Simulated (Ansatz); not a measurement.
Gas-phase reaction (SMILES): COB(I)I [diiodo(methoxy)borane] + H+ -> C[OH+]B(I)I; protonation at O, whose ΔH is minus the proton affinity.

Geometries: B3LYP-D3(BJ)/def2-TZVP minima from Ansatz (a quantum-chemistry and plane-wave program), one conformer each, not searched for the lowest. Cores are frozen in the correlated levels unless marked. Spin-orbit coupling is left out. Frozen are the shells of the preceding noble gas and the d and f shells that filled before the atom's block. In def2 rows, elements after Kr have scalar-relativistic effective core potentials. CBS(X,Y): correlation extrapolated as X^-3; Hartree-Fock from the larger set. Thermal terms are rigid-rotor harmonic-oscillator values from B3LYP-D3(BJ) frequencies (Ansatz) at 298.15 K and 1 atm. 1 Eh = 627.5095 kcal/mol. The proton has no electrons: its energy is zero and its thermal terms are those of translation.

```tsv
species	E, CCSD(T)/CBS(def2-TZVPP,def2-QZVPP) (Ansatz) (Eh)	E, wB97X-V/def2-TZVPD (Ansatz) (Eh)	H - E (Eh)
COB(I)I	-733.62968	-735.48809	0.05528
H+	0.00000	0.00000	0.00236
C[OH+]B(I)I	-733.91805	-735.77652	0.06706
```

Problem. Work out ΔE and ΔH at 298.15 K at the first level, then ΔH at the second.

Solution. 
1. ΔE = [(-733.91805)] - [(-733.62968) + (0.00000)] = -0.28837 Eh = -181.0 kcal/mol at CCSD(T)/CBS(def2-TZVPP,def2-QZVPP).
2. The terms H - E add up to 0.00942 Eh, so ΔH = (-0.28837 + (0.00942))×627.5095 = -175.0 kcal/mol.
3. At wB97X-V/def2-TZVPD the same steps give ΔE = -181.0 and ΔH = -175.1 kcal/mol, a shift of -0.1 from the first level.
4. These values are not checked against measurement here, since the tables used lack a sound gas-phase enthalpy of formation for at least one species, or one in the same ion convention.
